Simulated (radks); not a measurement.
Values are calculated unless marked as measured or tabulated.
All-electron atom: Os+ in [Kr] 4d10 4f14 5s2 5p5.75 5d6 6s1 6d0.25 (fractional occupations, a model configuration).

Code: a radial shooting solver on a logarithmic mesh with Libxc functionals. Model: scalar-relativistic Kohn-Sham, r2SCAN, spin-polarised, spherical densities, finite nucleus; open shells are filled with parallel spins first (spin-orbit coupling, left out, can overturn this in heavy ions); meta-GGA in the generalised Kohn-Sham scheme; Fermi nuclear charge, rms radius 5.4126 fm.

Energy parts (eV):
total: -469448.37
kinetic: 520146.26
electron-nucleus: -1162560.16
Hartree: 182178.10
exchange-correlation: -9212.58

Orbitals (lengths in bohr, moments of r in powers of bohr):
orbital  occ.  eigenvalue (eV)       <r^4>
1s up       1        -73953.01   5.129e-07
1s down     1        -73952.97   5.129e-07
2s up       1        -12915.54  0.00007631
2s down     1        -12915.18  0.00007631
2p up       3        -11246.21  0.00006073
2p down     3        -11245.91  0.00006073
3s up       1        -3023.987    0.002776
3s down     1        -3023.933    0.002776
3p up       3        -2531.565    0.003016
3p down     3        -2531.475    0.003015
3d up       5        -1980.165    0.002332
3d down     5        -1979.932    0.002332
4s up       1        -652.5709     0.06405
4s down     1        -652.2209     0.06407
4p up       3        -490.3319     0.08536
4p down     3        -490.0186     0.08528
4d up       5        -287.8153      0.1229
4d down     5        -287.4367      0.1223
5s up       1        -104.9854       1.945
5s down     1        -102.3306       1.865
5p up       3         -63.9136       3.730
4f up       7         -63.2849      0.3295
4f down     7         -62.6564      0.3121
5p down  2.75         -60.5487       3.512
5d up       5         -17.6647       20.89
6s up       1         -15.5827       93.45
5d down     1         -13.4715       23.93
6s down     0         -11.8228       129.6
6d up    0.25          -2.8986        5718

The highest occupied level is 6d up at -2.899 eV. The configuration is held as typed, so some empty levels lie below it. The density falls to 0.001 e/bohr^3 at r = 4.08 bohr.
